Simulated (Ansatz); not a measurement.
C₂H₉BOSi, SMILES `BOC[SiH2]C`, 14 atoms. Charge 0, multiplicity 1. All runs use 4 threads of a server CPU on a shared host. Correlated methods freeze the cores.

(1) How many basis functions does each run have, and how long does it take in Ansatz? RKS B97M-V/def2-TZVPP energy; RKS ωB97M-V/def2-SVP energy; RKS PBE-QIDH (frozen core)/def2-TZVPP energy; RKS PBE0-D4/def2-SVP energy; RHF-CCSD(T)/def2-TZVPP energy; RKS r2SCAN-D4/def2-TZVPP energy and forces; RKS PBE0-D4/def2-TZVP relaxation (8 steps); RKS BHLYP-D4/def2-TZVPP energy; RHF-MP2/def2-QZVPP energy; RKS PBE0-D4/def2-TZVP frequencies; direct RPA on PBE orbitals/def2-TZVPP energy; RKS PBE0-D4/def2-QZVPP energy. (Estimate.)

Results:

(1) The calculation gave: Other jobs shared the machine, so times are rough.

```json
{"level": "RKS PBE0-D4/def2-SVP", "job": "energy", "functions": "119", "wall time": "1.2 s", "peak host memory (GiB)": "0.26"}
{"level": "RKS BHLYP-D4/def2-TZVPP", "job": "energy", "functions": "292", "wall time": "3.7 s", "peak host memory (GiB)": "0.78"}
{"level": "RKS ωB97M-V/def2-SVP", "job": "energy", "functions": "119", "wall time": "4.7 s", "peak host memory (GiB)": "0.37"}
{"level": "RKS r2SCAN-D4/def2-TZVPP", "job": "energy and forces", "functions": "292", "wall time": "6 s", "peak host memory (GiB)": "0.43"}
{"level": "direct RPA on PBE orbitals/def2-TZVPP", "job": "energy", "functions": "292", "wall time": "7.5 s", "peak host memory (GiB)": "0.8"}
{"level": "RKS PBE-QIDH (frozen core)/def2-TZVPP", "job": "energy", "functions": "292", "wall time": "7.5 s", "peak host memory (GiB)": "0.84"}
{"level": "RKS PBE0-D4/def2-QZVPP", "job": "energy", "functions": "568", "wall time": "11 s", "peak host memory (GiB)": "2.2"}
{"level": "RKS B97M-V/def2-TZVPP", "job": "energy", "functions": "292", "wall time": "12 s", "peak host memory (GiB)": "0.5"}
{"level": "RKS PBE0-D4/def2-TZVP", "job": "relaxation (8 steps)", "functions": "215", "wall time": "33 s", "peak host memory (GiB)": "0.57"}
{"level": "RHF-MP2/def2-QZVPP", "job": "energy", "functions": "568", "wall time": "35 s", "peak host memory (GiB)": "4.4"}
{"level": "RKS PBE0-D4/def2-TZVP", "job": "frequencies", "functions": "215", "wall time": "3.7 min", "peak host memory (GiB)": "0.6"}
{"level": "RHF-CCSD(T)/def2-TZVPP", "job": "energy", "functions": "292", "wall time": "4.8 min", "peak host memory (GiB)": "9.1"}
```
